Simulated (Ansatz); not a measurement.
Geometry optimisation, RKS PBE/6-31G* in Ansatz.

Input file:

```yaml
crystal:
  periodic: [false, false, false]
  atoms:
    - { symbol: Al, position_ang: [-0.1856, 0.3714, 0.2823] }
    - { symbol: F, position_ang: [1.6888, 0.0393, 1.1972] }
    - { symbol: C, position_ang: [-0.0131, 0.3295, -1.6836] }
    - { symbol: O, position_ang: [-1.0613, 1.3466, 1.2551] }
    - { symbol: H, position_ang: [0.9334, -0.8864, 1.3485] }
    - { symbol: O, position_ang: [-0.1009, -1.6095, 1.1889] }
    - { symbol: H, position_ang: [0.8513, -0.2615, -1.9872] }
    - { symbol: H, position_ang: [0.1184, 1.3324, -2.0879] }
    - { symbol: H, position_ang: [-0.8901, -0.0991, -2.1674] }
    - { symbol: H, position_ang: [-1.5029, 1.8338, 1.9337] }
    - { symbol: H, position_ang: [0.162, -2.3966, 0.7204] }
basis:
  gaussian: { orbitals: "6-31G*" }
hamiltonian:
  xc: pbe
relax:
  f_tol: 0.15
  max_steps: 25
  restrain:
    - { distance: [0, 5], at: 1.87, k: 30.0 }
    - { distance: [4, 1], at: 0.88, k: 30.0 }
    - { distance: [0, 1], at: 3.08, k: 30.0 }
    - { distance: [4, 5], at: 2.27, k: 30.0 }
output:
  orbitals: {}
```

Command:

```bash
$ ansatz run input.yaml --threads 2 --pin off --max-ram 3072MiB --backend cpu --events-out ev --progress --plain --runs-dir out
```

**Question.** Where does it end, and by what steps?

**Answer.** The forces met the threshold. The restraints hold the end off the free minimum. After 7 steps the energy has risen by 0.041 eV (the restraints' own energy left out); H5 moved furthest, 0.89 Å. Joined: F2–H5 (1.20 → 0.93 Å).

```csv
step,energy less start (eV),largest force component (eV/Å),accepted
0,0.0000,3.485,yes
1,0.4708,3.028,yes
2,0.6085,2.911,yes
3,0.6658,2.660,yes
4,0.3663,1.467,yes
5,0.1479,1.362,yes
6,0.0740,1.121,yes
7,0.0412,1.209,yes
```

```xyz
11
Properties=species:S:1:pos:R:3
Al -0.525 0.158 0.158
F 2.201 -0.054 1.563
C -0.126 0.282 -1.755
O -1.162 1.517 1.005
H 1.653 -0.744 1.847
O -0.386 -1.394 1.119
H 0.787 -0.271 -2.040
H 0.024 1.343 -2.025
H -0.956 -0.101 -2.377
H -1.381 1.413 1.948
H -0.129 -2.150 0.556
```

Time of the run: 14 s on 2 threads of AMD EPYC 7R43 64-Core Processor (Zen 3), on a shared host, peak memory 0.17 GiB.
